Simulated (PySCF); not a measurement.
# O²⁺ (oxygen, charge +2) across methods

[He] 2s2 2p2, high-spin 3P determinant. Computed with PySCF 2.14 in x2c-QZVPPall with one added diffuse shell each of s, p, d, f type (8s5p4d3f1g, 73 functions), with scalar relativity by spin-free X2C-1e. The B2PLYP total includes its PT2 part (frozen core); its orbital energies are those of the SCF part.

```
 method  E (hartree)  mean ε 2s α (eV)  mean ε 2s β (eV)  mean ε 2p α (eV)  Σ⟨r²⟩ (bohr²)   ⟨S²⟩
r2SCAN0     -73.3112           -64.233           -57.685           -48.679          5.034  2.003
    LDA     -72.7610           -59.538           -55.267           -44.984          5.097  2.001
    UHF    -73.15915           -72.808           -62.403           -55.794          5.036  2.005
 B2PLYP     -73.3146           -66.719           -59.557           -50.872          5.049  2.003
wB97M-V     -73.3395           -65.467           -60.557           -50.123          5.073  2.002
    PBE     -73.2557           -59.810           -55.439           -45.061          5.071  2.001
 r2SCAN     -73.3086           -61.236           -55.673           -46.126          5.041  2.003
 revPBE     -73.3227           -59.844           -55.455           -45.042          5.067  2.002
   PBE0     -73.2700           -63.251           -57.589           -47.897          5.053  2.002
```
